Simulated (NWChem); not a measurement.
GeI cation, singlet

```xyz
2

Ge     0.0000     0.0000    -1.5051
I      0.0000     0.0000     0.9008
```
Atoms are numbered in this order, from 1.

All runs: NWChem. Low-valent species are run as closed-shell singlets; no triplet was tried in these runs. The geometry was optimised at PBE0/def2-SVP. def2 effective core potentials on I; no spin-orbit coupling. Vertical excitations in the gas phase; the lowest state need not have the same character in each row.

| level | lowest excitation, singlet (eV) | oscillator strength of that lowest state | orbital gap (eV) |
|---|---|---|---|
| PBE/def2-SVPD, TDA | [?] | 0.000 | [?] |
| B3LYP/def2-SVPD, TDA | 3.44 | 0.000 | 4.66 |
| PBE0/def2-SVPD, TDA | 3.57 | 0.000 | 5.10 |

Q: What belongs in the gaps?

A: 
- PBE/def2-SVPD, TDA, lowest excitation, singlet (eV): 3.38
- PBE/def2-SVPD, TDA, orbital gap (eV): 3.38
